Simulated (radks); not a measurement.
All-electron atom: Gd3+ in [Xe] 4f7. All-electron calculation, Dirac Kohn-Sham, LDA (Slater exchange, Perdew-Wang correlation), spin-unpolarised, spherical densities, point nucleus; open shells fill j = l - 1/2 first. Program: a radial shooting solver on a logarithmic mesh with Libxc functionals. Some entries of the table are withheld. Estimate them.

orbital,occ.,eigenvalue (hartree),<r> (bohr)
1s1/2,2,-1838.557,0.02192
2s1/2,2,-304.2200,0.09281
2p1/2,2,-289.0161,0.07749
2p3/2,4,-263.4730,0.08432
3s1/2,2,-68.12674,0.2442
3p1/2,2,-61.52626,0.2338
3p3/2,4,-56.28895,0.2469
3d3/2,4,(1),(2)
3d5/2,6,(3),(4)
4s1/2,2,-14.43437,0.5532
4p1/2,2,-11.86616,0.5650
4p3/2,4,-10.69480,0.5949
4d3/2,4,-6.45713,0.6306
4d5/2,6,-6.24549,0.6411
5s1/2,2,-2.74811,1.323
5p1/2,2,-2.02940,1.470
5p3/2,4,-1.86131,1.556
4f5/2,6,-1.25825,0.8469
4f7/2,1,-1.23023,0.8579

Answer. 
(1) 3d3/2 eigenvalue (hartree): -44.85463
(2) 3d3/2 <r> (bohr): 0.2188
(3) 3d5/2 eigenvalue (hartree): -43.71243
(4) 3d5/2 <r> (bohr): 0.2229
